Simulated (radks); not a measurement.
Radial electron density D(r) = 4 pi r^2 rho(r) of an atom or ion with 30 electrons. Calculated with a radial shooting solver on a logarithmic mesh with Libxc functionals: scalar-relativistic Kohn-Sham, LB94 model potential, spin-polarised, spherical densities, finite nucleus; Fermi nuclear charge, rms radius of each element as measured or else 0.836 A^(1/3) + 0.57 fm.

```
   r/bohr * D(r) (the largest magnitude, 47.7, reaches the edge; | marks zero)
 0.001515 |*
 0.001973 |*
 0.002569 | *
 0.003345 |   *
 0.004356 |     *
 0.005718 |        *
 0.007445 |            *
 0.009695 |                  *
  0.01262 |                          *
  0.01644 |                                  *
   0.0214 |                                         *
  0.02787 |                                             *
  0.03629 |                                              *
  0.04726 |                                          *
  0.06203 |                                      *
  0.08077 |                                       *
   0.1052 |                                               *
   0.1369 |                                                      *
   0.1783 |                                                  *
   0.2322 |                                    *
   0.3024 |                            *
   0.3937 |                               *
   0.5127 |                                  *
   0.6729 |                          *
   0.8762 |              *
    1.141 |      *
    1.486 |  *
    1.935 | *
    2.519 |*
     3.28 *
    4.271 *
```

What is the nuclear charge?

Answer. Z = 33. The innermost maximum, from 1s, lies near gamma/Z bohr with gamma = sqrt(1 - (Z/c)^2) = 0.971, here 0.0294 bohr (found: 0.0319), and its height grows with Z. The density is that of the arsenic ion As3+ in [Ar] 3d10 4s2; the configuration itself is not fixed sharply by these data, and Z only to about a unit. D(r) has 3 maxima, at r = 0.0319, 0.144, 0.493 bohr, and minima at 0.0667, 0.312 bohr, inside which lie 2.08, 11.05 electrons.
